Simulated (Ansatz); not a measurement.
## Ansatz (development build ahead of 0.2.0) run

```yaml
crystal:
  periodic: [false, false, false]
  atoms:
    - { symbol: S, position_ang: [0.02426, 0.04351, -0.00426] }
    - { symbol: F, position_ang: [1.53213, -0.01202, -0.00093] }
    - { symbol: F, position_ang: [-1.5446, -0.03453, 0.00278] }
    - { symbol: F, position_ang: [-0.01064, 1.61719, 0.03243] }
    - { symbol: F, position_ang: [-0.04532, -1.58638, -0.02033] }
    - { symbol: F, position_ang: [-0.01209, 0.04303, 1.55825] }
    - { symbol: F, position_ang: [0.0309, -0.00645, -1.61943] }
basis:
  gaussian: { orbitals: cc-pVTZ }
hamiltonian:
  xc: hf
```

The input is written out in the form of the current development build from the run's settings.

The run gave:

```json
{
  "Converged": "yes",
  "Total energy": "-994.28566 hartree",
  "Spin squared of the determinant": "0.000"
}
```
